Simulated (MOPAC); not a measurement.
MOPAC input (PM3):

```
PM3 FORCE THERMO(298,298) PRECISE LET GEO-OK AUX(PRECISION=9) THREADS=1
C3H9BrSi

C     0.51727663 1    1.62150130 1    1.49651140 1
Si    0.33328407 1   -0.11166059 1    0.83328110 1
C    -0.95558868 1   -1.12918878 1    1.71702580 1
C     1.95216213 1   -0.99947604 1    0.57140630 1
Br   -0.52450922 1    0.17572318 1   -1.31139318 1
H    -0.44343451 1    2.14542692 1    1.52848287 1
H     0.91967839 1    1.60352911 1    2.51575780 1
H     1.19829756 1    2.21866865 1    0.88161003 1
H    -1.92206117 1   -0.61601518 1    1.74984332 1
H    -1.11191783 1   -2.09585235 1    1.22753024 1
H    -0.64909538 1   -1.32621735 1    2.75064322 1
H     2.44794370 1   -1.18803200 1    1.53044198 1
H     1.80721273 1   -1.96563321 1    0.07743419 1
H     2.63879382 1   -0.41256074 1   -0.04710378 1
```

Output:

```
 *******************************************************************************
 **                                                                           **
 **                              MOPAC v23.2.5                                **
 **                                                                           **
 *******************************************************************************
 ** MOPAC's Digital Object Identifier: https://doi.org/10.5281/zenodo.6511958 **
 **                                                                           **
 ** Please cite the open-source release paper for use of this MOPAC version:  **
 ** J. E. Moussa and J. J. P. Stewart (2026)                                  **
 ** MOPAC: An open-source semiempirical molecular orbital program             **
 ** J. Open Source Softw., 11(119), 8025, https://doi.org/10.21105/joss.08025 **
 *******************************************************************************

                              PM3 CALCULATION RESULTS

 *******************************************************************************
 *  PM3        - The PM3 Hamiltonian to be used
 *  GEO-OK     - OVERRIDE INTERATOMIC DISTANCE AND OTHER SAFETY CHECKS
 *  LET        - OVERRIDE SOME SAFETY CHECKS
 *  PRECISE    - TIGHTER CRITERIA TO BE USED
 *  FORCE      - FORCE CALCULATION SPECIFIED
 *  AUX        - OUTPUT AUXILIARY INFORMATION
 *  THERMO     - THERMODYNAMIC QUANTITIES TO BE CALCULATED
 *******************************************************************************
PM3 FORCE THERMO(298,298) PRECISE LET GEO-OK AUX(PRECISION=9) THREADS=1
 C3H9BrSi

   ATOM   CHEMICAL          X               Y               Z
  NUMBER   SYMBOL      (ANGSTROMS)     (ANGSTROMS)     (ANGSTROMS)

     1       C          0.51727663  *   1.62150130  *   1.49651140  *
     2      Si          0.33328407  *  -0.11166059  *   0.83328110  *
     3       C         -0.95558868  *  -1.12918878  *   1.71702580  *
     4       C          1.95216213  *  -0.99947604  *   0.57140630  *
     5      Br         -0.52450922  *   0.17572318  *  -1.31139318  *
     6       H         -0.44343451  *   2.14542692  *   1.52848287  *
     7       H          0.91967839  *   1.60352911  *   2.51575780  *
     8       H          1.19829756  *   2.21866865  *   0.88161003  *
     9       H         -1.92206117  *  -0.61601518  *   1.74984332  *
    10       H         -1.11191783  *  -2.09585235  *   1.22753024  *
    11       H         -0.64909538  *  -1.32621735  *   2.75064322  *
    12       H          2.44794370  *  -1.18803200  *   1.53044198  *
    13       H          1.80721273  *  -1.96563321  *   0.07743419  *
    14       H          2.63879382  *  -0.41256074  *  -0.04710378  *

          CARTESIAN COORDINATES

    NO.       ATOM           X           Y           Z

     1         C          0.5173      1.6215      1.4965
     2        Si          0.3333     -0.1117      0.8333
     3         C         -0.9556     -1.1292      1.7170
     4         C          1.9522     -0.9995      0.5714
     5        Br         -0.5245      0.1757     -1.3114
     6         H         -0.4434      2.1454      1.5285
     7         H          0.9197      1.6035      2.5158
     8         H          1.1983      2.2187      0.8816
     9         H         -1.9221     -0.6160      1.7498
    10         H         -1.1119     -2.0959      1.2275
    11         H         -0.6491     -1.3262      2.7506
[...]
 TRAVEL (Ang.)       0.3380         C  1 -- H  7         +23.7% ( 50.1%)     99.3%
 REDUCED MASS        0.1894         C  4 -- H 13          +4.7% ( 22.2%)     82.5%
 EFFECTIVE MASS      1.4842
 FORCE CONSTANT      1.0839

 VIBRATION         31    4A2          ATOM PAIR      ENERGY CONTRIBUTION    RADIAL
 FREQUENCY          3124.95         C  1 -- H  8         +16.4% ( 41.7%)     97.3%
 TRANSITION DIPOLE   0.0000         C  1 -- H  6         +16.4% ( 41.7%)     97.3%
 TRAVEL (Ang.)       0.3573         C  3 -- H  9         +16.4% ( 41.7%)     97.3%
 REDUCED MASS        0.1690         C  3 -- H 10         +16.4% ( 41.7%)     97.3%
 EFFECTIVE MASS      1.4827         C  4 -- H 14         +16.4% ( 41.7%)     97.3%
 FORCE CONSTANT      0.9723         C  4 -- H 13         +16.4% ( 41.7%)     97.3%

 VIBRATION         33   11E           ATOM PAIR      ENERGY CONTRIBUTION    RADIAL
 FREQUENCY          3125.30         C  4 -- H 14         +32.7% ( 59.0%)     97.2%
 TRANSITION DIPOLE   0.2870         C  4 -- H 13         +32.7% ( 58.9%)     97.2%
 TRAVEL (Ang.)       0.2916         C  3 -- H  9          +8.5% ( 30.0%)     97.4%
 REDUCED MASS        0.2538         C  1 -- H  6          +8.3% ( 29.6%)     97.4%
 EFFECTIVE MASS      1.4908
 FORCE CONSTANT      1.4605

 VIBRATION         35   12E           ATOM PAIR      ENERGY CONTRIBUTION    RADIAL
 FREQUENCY          3219.50         C  4 -- H 13         +24.5% ( 47.5%)     97.7%
 TRANSITION DIPOLE   0.2294         C  4 -- H 14         +24.5% ( 47.5%)     97.7%
 TRAVEL (Ang.)       0.3546         C  4 -- H 12         +17.6% ( 40.3%)     95.9%
 REDUCED MASS        0.1665         C  3 -- H 10          +6.2% ( 24.0%)     97.7%
 EFFECTIVE MASS      1.1196
 FORCE CONSTANT      1.0171

 VIBRATION         36    8A1          ATOM PAIR      ENERGY CONTRIBUTION    RADIAL
 FREQUENCY          3220.02         C  4 -- H 14         +12.2% ( 33.6%)     97.6%
 TRANSITION DIPOLE   0.0788         C  4 -- H 13         +12.2% ( 33.6%)     97.6%
 TRAVEL (Ang.)       0.4344         C  3 -- H  9         +12.2% ( 33.6%)     97.6%
 REDUCED MASS        0.1110         C  3 -- H 10         +12.2% ( 33.6%)     97.6%
 EFFECTIVE MASS      1.1218         C  1 -- H  8         +12.2% ( 33.6%)     97.6%
 FORCE CONSTANT      0.6779         C  1 -- H  6         +12.2% ( 33.6%)     97.6%

      SYMMETRY NUMBER FOR POINT-GROUP C3v =  3

          SYSTEM IS A GROUND STATE

 C3H9BrSi

          MOLECULE IS NOT LINEAR

          THERE ARE 36 GENUINE VIBRATIONS IN THIS SYSTEM
          THIS THERMODYNAMICS CALCULATION IS LIMITED TO
          MOLECULES WHICH HAVE NO INTERNAL ROTATIONS

                    CALCULATED THERMODYNAMIC PROPERTIES
                                          *
   TEMP. (K)   PARTITION FUNCTION   H.O.F.    ENTHALPY  HEAT CAPACITY ENTROPY
                                   KCAL/MOL   CAL/MOLE    CAL/K/MOL  CAL/K/MOL

 298.00  VIB.     0.1490D+04                  4291.4280    24.6398    28.9203
         ROT.     0.1165D+06                   888.2803     2.9808    26.1623
         INT.     0.1735D+09                  5179.7083    27.6207    55.0826
         TRA.     0.1831D+28                  1480.4672     4.9680    40.9852
         TOT.                      -68.777    6660.1754    32.5887    96.0679

   *: NOTE: HEATS OF FORMATION ARE RELATIVE TO THE
            ELEMENTS IN THEIR STANDARD STATE AT 298K
              (=  Standard Enthalpy of Formation).

            Hvib:  Zero-point energy is not included.
                   frequencies of less than zero cm-1 are not included.
            Hrot = (3/2)RT
            Htra = (3/2)RT + pV = (5/2)RT

            Heat capacity is Cp, not Cv

          For more information, see: HTTP://OpenMOPAC.net/Manual/thermochemistry.html

           FORCE CONSTANT IN CARTESIAN COORDINATES (Millidynes/A)

    ATOM   CHEMICAL       X               Y               Z
   NUMBER   SYMBOL  FORCE CONSTANT  FORCE CONSTANT  FORCE CONSTANT

      1       C        4.781540        7.710476        7.624853
      2      Si        3.861618        3.718010        2.634589
      3       C        7.252219        5.239797        7.624854
      4       C        7.252226        6.596879        6.267764
      5      Br        0.158667        0.220171        0.684180
      6       H        1.236909        2.190486        3.383211
      7       H        1.164803        1.315202        4.253117
      8       H        1.236918        4.865763        0.707924
      9       H        1.303928        2.123467        3.383210
     10       H        5.475943        0.626736        0.707926
     11       H        0.828542        1.651465        4.253116
     12       H        0.828542        1.084616        4.819965
     13       H        5.475943        0.648427        0.686235
     14       H        1.303938        4.820435        0.686233

 **********************
 *                    *
 * JOB ENDED NORMALLY *
 *                    *
 **********************

 == MOPAC DONE ==
```
